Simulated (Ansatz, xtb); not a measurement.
# Ligand exchange: CH4S + SiH(SiH3)F2 → SiH3(SH) + SiH(CH3)F2

Species: CH4S (methanethiol) `CS`, singlet; SiH(SiH3)F2, singlet; SiH3(SH) (sulfanylsilane), singlet; SiH(CH3)F2, singlet. The partners trade CH3 for SiH3: S–CH3 and Si–SiH3 bonds give way to S–SiH3 and Si–CH3.

Shapes, held fixed at every level: PBE0-D4/def2-TZVP. Programs: Ansatz 0.2.0, xtb 6.7.1. The zero-point and thermal change to 298 K, harmonic and unscaled (PBE0-D4/def2-TZVP), is -1.5 kJ/mol.

| level | kind | ΔH(298 K) (kJ/mol) | less CCSD(T)/CBS estimate |
| --- | --- | --- | --- |
| GFN1-xTB | semi-empirical | -185.4 | -46.5 |
| HF/def2-SVP | Hartree–Fock | -143.5 | -4.6 |
| HF/def2-TZVPP | Hartree–Fock | -142.1 | -3.2 |
| BHLYP-D4/def2-TZVPP | global hybrid | -139.0 | -0.1 |
| PBE0-D4/def2-TZVPP | global hybrid | -130.8 | +8.1 |
| wB97X-V/def2-TZVPP | range-separated hybrid | -133.3 | +5.6 |
| CCSD/def2-SVP | coupled cluster or CI | -134.7 | +4.2 |
| CCSD(T)/def2-TZVPP | coupled cluster or CI | -138.1 | +0.8 |
| CCSD(T)/CBS estimate | coupled cluster or CI | -138.9 | 0.0 |

The highest level, CCSD(T)/CBS estimate, gives ΔH(298 K) = -138.9 kJ/mol; the levels span -185.4 to -130.8. The column of differences is taken from that level and isn't an error. No measured value is set beside it here. The CBS estimate extrapolates MP2 from def2-TZVPP and def2-QZVPP and adds CCSD(T) − MP2 in the triple-zeta set, cores frozen.
